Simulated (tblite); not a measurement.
C5H7F3O.
Numbering: `[CH3:1][O:2][C:3]1([C:4]([F:5])([F:6])[F:7])[CH2:8][CH2:9]1` (hydrogens: H10, H11, H12 on C1; H13, H14 on C8; H15, H16 on C9)

Computed with GFN2-xTB (tblite), gas phase: Langevin dynamics at 600 K from the optimised GFN2-xTB geometry, time step 0.5 fs, friction 0.01 fs⁻¹, 2000 steps.

Start geometry:
```
atom  x, y, z in Å
C1      1.949   -0.764   -0.059
O2      0.897   -0.470    0.848
C3     -0.257    0.039    0.276
C4     -1.036   -0.967   -0.557
F5     -1.056   -2.184   -0.004
F6     -2.313   -0.602   -0.746
F7     -0.515   -1.123   -1.793
C8     -0.320    1.476   -0.180
C9     -1.028    1.050    1.072
H10     2.159    0.089   -0.711
H11     2.816   -0.977    0.561
H12     1.718   -1.639   -0.672
H13    -0.907    1.701   -1.058
H14     0.580    2.062   -0.079
H15    -0.592    1.327    2.018
H16    -2.104    0.992    1.073
```

The statistics below take the 31 frames saved every 25 fs from 250 to 1000 fs; their kinetic temperature (all 3N coordinates) averages 597 K.

**Question.** Give the mean, spread and extremes of the bond lengths.

**Answer.** 
| bond | start (Å) | mean (Å) | standard deviation (Å) | shortest (Å) | longest (Å) |
| --- | --- | --- | --- | --- | --- |
| C1–O2 | 1.420 | 1.429 | 0.034 | 1.364 | 1.499 |
| O2–C3 | 1.385 | 1.394 | 0.046 | 1.303 | 1.484 |
| C3–C4 | 1.520 | 1.542 | 0.042 | 1.461 | 1.672 |
| C4–F5 | 1.337 | 1.346 | 0.037 | 1.278 | 1.466 |
| C4–F6 | 1.341 | 1.356 | 0.043 | 1.279 | 1.432 |
| C4–F7 | 1.350 | 1.348 | 0.045 | 1.266 | 1.435 |
| C3–C8 | 1.508 | 1.516 | 0.060 | 1.396 | 1.652 |
| C8–C9 | 1.499 | 1.505 | 0.055 | 1.410 | 1.613 |
| C3–C9 | 1.500 | 1.517 | 0.055 | 1.430 | 1.639 |
| C1–H10 | 1.094 | 1.103 | 0.044 | 1.026 | 1.208 |
| C1–H11 | 1.088 | 1.105 | 0.045 | 1.030 | 1.189 |
| C1–H12 | 1.093 | 1.107 | 0.050 | 0.996 | 1.198 |
| C8–H13 | 1.079 | 1.086 | 0.033 | 1.014 | 1.142 |
| C8–H14 | 1.079 | 1.087 | 0.028 | 1.046 | 1.167 |
| C9–H15 | 1.078 | 1.086 | 0.029 | 1.022 | 1.141 |
| C9–H16 | 1.078 | 1.085 | 0.041 | 0.991 | 1.145 |

**Question.** Give the same statistics for bond angles, one of each kind among heavy atoms.

**Answer.** 
```json
{"angle": "C1–O2–C3", "start (°)": "115.4", "mean (°)": "118.6", "standard deviation (°)": "5.7", "smallest (°)": "107.2", "largest (°)": "130.6"}
{"angle": "O2–C3–C4", "start (°)": "114.2", "mean (°)": "112.9", "standard deviation (°)": "6.5", "smallest (°)": "95.8", "largest (°)": "128.5"}
{"angle": "O2–C3–C8", "start (°)": "120.7", "mean (°)": "121.3", "standard deviation (°)": "5.9", "smallest (°)": "112.0", "largest (°)": "135.8"}
{"angle": "O2–C3–C9", "start (°)": "117.2", "mean (°)": "116.6", "standard deviation (°)": "5.7", "smallest (°)": "106.8", "largest (°)": "129.8"}
{"angle": "C4–C3–C8", "start (°)": "116.3", "mean (°)": "118.5", "standard deviation (°)": "6.2", "smallest (°)": "108.1", "largest (°)": "132.3"}
{"angle": "C4–C3–C9", "start (°)": "118.2", "mean (°)": "116.7", "standard deviation (°)": "7.3", "smallest (°)": "105.6", "largest (°)": "137.8"}
{"angle": "C8–C3–C9", "start (°)": "59.8", "mean (°)": "59.5", "standard deviation (°)": "3.0", "smallest (°)": "54.3", "largest (°)": "65.1"}
{"angle": "C3–C4–F5", "start (°)": "112.6", "mean (°)": "111.7", "standard deviation (°)": "5.4", "smallest (°)": "98.5", "largest (°)": "125.8"}
{"angle": "C3–C4–F7", "start (°)": "112.3", "mean (°)": "112.4", "standard deviation (°)": "5.1", "smallest (°)": "101.3", "largest (°)": "125.7"}
{"angle": "F5–C4–F6", "start (°)": "106.9", "mean (°)": "105.3", "standard deviation (°)": "3.5", "smallest (°)": "99.5", "largest (°)": "114.5"}
{"angle": "F5–C4–F7", "start (°)": "106.2", "mean (°)": "106.7", "standard deviation (°)": "4.1", "smallest (°)": "98.8", "largest (°)": "118.6"}
{"angle": "C3–C8–C9", "start (°)": "59.8", "mean (°)": "60.4", "standard deviation (°)": "3.7", "smallest (°)": "53.3", "largest (°)": "69.0"}
```

**Question.** How far does each atom move about its mean position (frames aligned on the start, all atoms weighted alike), and what rms force does it feel?

**Answer.** 
```json
{"atom": "C1", "rms displacement (Å)": "0.15", "rms force (eV/Å)": "2.81"}
{"atom": "O2", "rms displacement (Å)": "0.26", "rms force (eV/Å)": "2.01"}
{"atom": "C3", "rms displacement (Å)": "0.16", "rms force (eV/Å)": "3.08"}
{"atom": "C4", "rms displacement (Å)": "0.13", "rms force (eV/Å)": "2.25"}
{"atom": "F5", "rms displacement (Å)": "0.25", "rms force (eV/Å)": "1.44"}
{"atom": "F6", "rms displacement (Å)": "0.23", "rms force (eV/Å)": "1.41"}
{"atom": "F7", "rms displacement (Å)": "0.22", "rms force (eV/Å)": "1.38"}
{"atom": "C8", "rms displacement (Å)": "0.18", "rms force (eV/Å)": "2.89"}
{"atom": "C9", "rms displacement (Å)": "0.11", "rms force (eV/Å)": "2.75"}
{"atom": "H10", "rms displacement (Å)": "0.51", "rms force (eV/Å)": "1.46"}
{"atom": "H11", "rms displacement (Å)": "0.49", "rms force (eV/Å)": "1.49"}
{"atom": "H12", "rms displacement (Å)": "0.47", "rms force (eV/Å)": "1.58"}
{"atom": "H13", "rms displacement (Å)": "0.30", "rms force (eV/Å)": "1.28"}
{"atom": "H14", "rms displacement (Å)": "0.31", "rms force (eV/Å)": "1.07"}
{"atom": "H15", "rms displacement (Å)": "0.22", "rms force (eV/Å)": "1.13"}
{"atom": "H16", "rms displacement (Å)": "0.25", "rms force (eV/Å)": "1.55"}
```

The displacements run from 0.11 to 0.51 Å, the largest at H10.

**Question.** Follow the torsions C1–O2–C3–C4 and O2–C3–C4–F5 through every second one of these frames.

**Answer.** 
```json
{"t (fs)": "250", "C1–O2–C3–C4 (°)": "90", "O2–C3–C4–F5 (°)": "45"}
{"t (fs)": "300", "C1–O2–C3–C4 (°)": "94", "O2–C3–C4–F5 (°)": "57"}
{"t (fs)": "350", "C1–O2–C3–C4 (°)": "84", "O2–C3–C4–F5 (°)": "51"}
{"t (fs)": "400", "C1–O2–C3–C4 (°)": "55", "O2–C3–C4–F5 (°)": "74"}
{"t (fs)": "450", "C1–O2–C3–C4 (°)": "39", "O2–C3–C4–F5 (°)": "69"}
{"t (fs)": "500", "C1–O2–C3–C4 (°)": "41", "O2–C3–C4–F5 (°)": "75"}
{"t (fs)": "550", "C1–O2–C3–C4 (°)": "73", "O2–C3–C4–F5 (°)": "69"}
{"t (fs)": "600", "C1–O2–C3–C4 (°)": "92", "O2–C3–C4–F5 (°)": "62"}
{"t (fs)": "650", "C1–O2–C3–C4 (°)": "100", "O2–C3–C4–F5 (°)": "64"}
{"t (fs)": "700", "C1–O2–C3–C4 (°)": "93", "O2–C3–C4–F5 (°)": "60"}
{"t (fs)": "750", "C1–O2–C3–C4 (°)": "74", "O2–C3–C4–F5 (°)": "58"}
{"t (fs)": "800", "C1–O2–C3–C4 (°)": "82", "O2–C3–C4–F5 (°)": "58"}
{"t (fs)": "850", "C1–O2–C3–C4 (°)": "74", "O2–C3–C4–F5 (°)": "74"}
{"t (fs)": "900", "C1–O2–C3–C4 (°)": "102", "O2–C3–C4–F5 (°)": "62"}
{"t (fs)": "950", "C1–O2–C3–C4 (°)": "106", "O2–C3–C4–F5 (°)": "70"}
{"t (fs)": "1000", "C1–O2–C3–C4 (°)": "78", "O2–C3–C4–F5 (°)": "66"}
```

Largest departure from the start value over all these frames: C1–O2–C3–C4 37° (start 70°), O2–C3–C4–F5 43° (start 39°).

**Question.** How widely does the potential energy scatter, against a harmonic estimate?

**Answer.** Mean 1.12 eV above the start, standard deviation 0.208 eV, range 0.80 to 1.62 eV. For 42 classical harmonic modes at 600 K the canonical values are 42kT/2 = 1.09 eV and kT·√(42/2) = 0.237 eV.

The run is classical and short, so these are rough statistics of one trajectory.

What follows is the cost of the whole dynamics run. Time: 12 s; peak memory 0.18 GiB. Hardware: one thread of an Intel Xeon Platinum 8559C, on a shared host.
